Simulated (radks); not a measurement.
Results of a calculation; reference values are marked as such.
Dispersion coefficients C6 (hartree bohr^6) between ground-configuration atoms and ions, from the Casimir-Polder integral (3/pi) of alpha_A(iw) alpha_B(iw). Code: a radial shooting solver on a logarithmic mesh with Libxc functionals. Model: non-relativistic Kohn-Sham, exchange-only LDA, spin-polarised, spherical densities, point nucleus; open shells are filled with parallel spins first (spin-orbit coupling, left out, can overturn this in heavy ions). Response by self-consistent Sternheimer equations with the Hartree and adiabatic exchange-only LDA kernel. For heavy and open-shell atoms this level of theory can miss by tens of per cent.

| C6 | P3+ | Ga | Rb | Sn+ | V | N | Ga+ | S2+ | Kr |
|---|---|---|---|---|---|---|---|---|---|
| P3+ | 16.17 |  |  |  |  |  |  |  |  |
| Ga | 91.95 | 649.9 |  |  |  |  |  |  |  |
| Rb | 194.6 | 1677 | 5341 |  |  |  |  |  |  |
| Sn+ | 60.87 | 368.5 | 823.0 | 233.8 |  |  |  |  |  |
| V | 114.6 | 834.0 | 2189 | 463.7 | 1074 |  |  |  |  |
| N | 22.38 | 126.0 | 266.6 | 84.08 | 156.9 | 31.10 |  |  |  |
| Ga+ | 38.57 | 231.7 | 513.3 | 147.8 | 291.2 | 53.25 | 93.44 |  |  |
| S2+ | 20.81 | 113.1 | 232.4 | 77.36 | 140.0 | 28.97 | 49.05 | 27.15 |  |
| Kr | 49.50 | 276.7 | 581.1 | 185.5 | 343.9 | 68.76 | 117.5 | 64.15 | 152.1 |

Static polarisabilities (bohr^3): P3+ ([Ne] 3s2) 6.504, Ga ([Ar] 3d10 4s2 4p1) 76.10, Rb ([Kr] 5s1) 351.0, Sn+ ([Kr] 4d10 5s2 5p1) 29.61, V ([Ar] 3d3 4s2) 99.75, N ([He] 2s2 2p3) 8.908, Ga+ ([Ar] 3d10 4s2) 18.25, S2+ ([Ne] 3s2 3p2) 7.451, Kr ([Kr]) 19.23. The combination rule 2 Ca Cb / ((alpha_b/alpha_a) Ca + (alpha_a/alpha_b) Cb) gives 222.6 for Ga+-Ga, against 231.7 from the integral.
